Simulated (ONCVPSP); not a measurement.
# Before and after: ONCV potential for scandium

scandium, optimised norm-conserving Vanderbilt (ONCV), made with ONCVPSP 4.0.1 (Wu-Cohen, scalar-relativistic). Core [Ne], reference 3s2 3p6 3d1 4s1.75 (charge +0.25). Waves: 3s+4s: rc 1.60 bohr, ncon 5, nbas 10, qcut 7.5 1/bohr, 2 projectors; 3p: rc 1.85 bohr, ncon 5, nbas 10, qcut 8.4 1/bohr, 2 projectors, debl 1.3 Ha; 3d: rc 2.10 bohr, ncon 4, nbas 8, qcut 9 1/bohr, 2 projectors, debl 1 Ha. Local part: polynomial inside 1.05 bohr (lpopt 5, dvloc0 0 Ha). Core correction: Teter function fitted to the true core (icmod 2), fcfact 0.55.

Change: s: qcut 6.5.

Cutoffs: the cutoffs (Ha) at which the residual kinetic energy of the hardest occupied pseudo-wave falls to 1 and 0.1 mHa per electron; they do not see the model core or the augmentation charge, which bear on the density cutoff. Errors are all-electron minus pseudo energies relative to the spin-unpolarised reference configuration.

**Question.** Predict the effect on cutoff, ghosts and configuration errors.

**Answer.** The potential gets neither clearly harder nor softer (25 Ha and 29 Ha → 25 Ha and 29 Ha); the d channel sets the loose cutoff, while the largest relative change is in s, which becomes softer; of the 4 tests that both files solve, the error grows in 1 and shrinks in 0 by more than 15 % and 0.3 meV (median size 0.2 → 0.2 meV); neither file shows a bound ghost.

| quantity | base | changed |
| --- | --- | --- |
| cutoff, loose | 25 Ha | 25 Ha |
| cutoff, tight | 29 Ha | 29 Ha |
| loose cutoff by channel | s 21 Ha, p 18 Ha, d 25 Ha | s 18 Ha, p 18 Ha, d 25 Ha |
| bound ghosts | none | none |
| GHOST(+) flags under 300 eV | none | s at 248.2 eV |
| error for 3s2 3p6 3d1 4s2, meV [ΔE -1.21 eV] | +0.1 | +0.1 |
| error for 3s2 3p6 3d1 4s1, meV [ΔE 5.69 eV] | -0.3 | -0.3 |
| error for 3s2 3p6 3d1 4s0, meV [ΔE 18.28 eV] | -1.2 | -1.7 |
| error for 3s2 3p6 3d1 4s1 4p1, meV [ΔE 1.59 eV] | 0.0 | -0.1 |
| s: phases at 1.63 bohr within 0.05 rad from the reference energy up to (Ha; the scan ends near 5) | to the end of the scan | to the end of the scan |
| p: phases at 1.88 bohr within 0.05 rad from the reference energy up to (Ha; the scan ends near 5) | to the end of the scan | to the end of the scan |
| d: phases at 2.13 bohr within 0.05 rad from the reference energy up to (Ha; the scan ends near 5) | to the end of the scan | to the end of the scan |
| rms error of d²Exc/dni dnj with the model core, mHa | 0.84 | 0.96 |
